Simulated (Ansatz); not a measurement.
Reaction (isomerisation): `O[SiH2][GeH2][SH]` → `[SiH3][O][GeH2][SH]`

Gas-phase electronic energies from Ansatz, PBE0-D4/def2-TZVP geometries. CCSD(T)/CBS adds triple-zeta CCSD(T) − MP2 to the extrapolated MP2 energy (def2 sets, frozen cores). DFT in def2-TZVPP. B3LYP here is the variant with VWN-RPA as its local correlation; programs differ in this. For Ge outer-core shells are correlated without core-valence functions, which leaves a few kJ/mol of doubt a bond. Scalar relativity is left out up to krypton. One conformer a species, not always the lowest.

```tsv
level	ΔE (kJ/mol)	difference from CCSD(T)/CBS
PBE-D4	-22.2	16.6
B3LYP-D4	-38.5	0.3
ωB97X-V	-41.6	-2.8
ωB97M-V	-40.0	-1.2
PBE	-21.1	17.7
r2SCAN	-35.3	3.5
HF/def2-TZVPP	-60.1	-21.3
CCSD(T)/def2-TZVPP	-44.0	-5.2
HF/def2-QZVPP	-61.7	-22.9
MP2/CBS(def2)	-42.4	-3.6
CCSD(T)/CBS	-38.8	0
```

Largest T1 diagnostic among the species: 0.012.

In def2-TZVPP, CCSD(T) changes the Hartree–Fock value by +16.1 kJ/mol (the triples alone add +0.7 kJ/mol) and MP2 by +12.5 kJ/mol. From PBE to PBE0 (25 % exact exchange), in def2-TZVPP and without D4, ΔE moves by −4.5 kJ/mol.
